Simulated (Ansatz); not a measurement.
Ansatz (an electronic-structure program) input (CCSD(T)/aug-cc-pVDZ):

Ansatz 0.2 input:
```yaml
crystal:
  periodic: [false, false, false]
  atoms:
    - {symbol: C, position_ang: [-1.15883105, -0.01847565, -0.06229433]}
    - {symbol: N, position_ang: [0.23205449, -0.01180046, -0.00486002]}
    - {symbol: C, position_ang: [1.40595747, -0.07138145, -0.02931754]}
    - {symbol: H, position_ang: [-1.57509069, -0.35903733, 0.89087131]}
    - {symbol: H, position_ang: [-1.53204927, 0.98078321, -0.30717996]}
basis:
  gaussian:
    orbitals: aug-cc-pVDZ
total_charge: -1
magnetization: {spin_polarized: false}
correlation: {method: ccsd_t, electrons: outside_noble_gas}
output: {forces: true}
```

Output:

```
Functional definition: HF
integrals: 0.09 GiB planned
876 factors; integrals over basis functions are off by at most 1.3e-3 eV
mean field: 0.18 GiB planned
mean field evaluation 1: about -3570.5259 eV, gradient 2.1e1 eV
mean field evaluation 2: about -3570.5275 eV, gradient 2.1e1 eV
mean field evaluation 4: about -3572.0116 eV, gradient 4.0e0 eV
mean field evaluation 8: about -3572.0784 eV, gradient 1.4e-1 eV
mean field evaluation 16: about -3572.0681 eV, gradient 1.3e0 eV
mean field -3572.07896945 eV, -131.2714808853 hartree, gradient 2.2e-6 eV, S^2 0.000000; 0 other end points of the search recorded, 0 dependent functions left out
3 core orbitals not correlated
reference -3572.07896945 eV, -131.2714808853 hartree; 8, 8 occupied and 76, 76 virtual orbitals, 876 factors
densities: 0.39 GiB planned
second order -12.28549417 eV of doubles, -0.00000000 eV of singles
coupled cluster: 0.28 GiB planned
cycle   1  -12.21651786 eV  change    6.9e-2 eV  update   1.0e-1
cycle   2  -12.61597937 eV  change   -4.0e-1 eV  update   3.3e-2
cycle   3  -12.72850402 eV  change   -1.1e-1 eV  update   1.7e-2
cycle   4  -12.72421746 eV  change    4.3e-3 eV  update   5.0e-3
cycle   5  -12.72525022 eV  change   -1.0e-3 eV  update   2.2e-3
cycle   6  -12.72541431 eV  change   -1.6e-4 eV  update   6.6e-4
cycle   7  -12.72488025 eV  change    5.3e-4 eV  update   2.8e-4
cycle   8  -12.72482657 eV  change    5.4e-5 eV  update   1.2e-4
cycle   9  -12.72483952 eV  change   -1.3e-5 eV  update   6.5e-5
cycle  10  -12.72480898 eV  change    3.1e-5 eV  update   3.2e-5
cycle  11  -12.72480802 eV  change    9.6e-7 eV  update   1.6e-5
cycle  12  -12.72481709 eV  change   -9.1e-6 eV  update   8.1e-6
cycle  13  -12.72482333 eV  change   -6.2e-6 eV  update   3.7e-6
perturbative correction -0.59172158 eV, -0.0217453669 hartree
the calculation of the forces begins
Total energy: -3585.39551437 eV, -131.7608548846 hartree
Atom 0 at    -1.158831    -0.018476    -0.062294 Å, force    -0.862688    -0.302760    -0.369579 eV/Å
Atom 1 at     0.232054    -0.011800    -0.004860 Å, force    -1.343591     0.125814     0.092432 eV/Å
Atom 2 at     1.405957    -0.071381    -0.029318 Å, force     2.530957    -0.119937    -0.043202 eV/Å
Atom 3 at    -1.575091    -0.359037     0.890871 Å, force    -0.171978    -0.151614     0.428480 eV/Å
Atom 4 at    -1.532049     0.980783    -0.307180 Å, force    -0.152700     0.448496    -0.108131 eV/Å
Dipole moment:    -0.116789     0.223310     0.245540 e Å
```

It need not be the lowest isomer of its formula. Whether it binds its extra electron was not tested at this geometry.
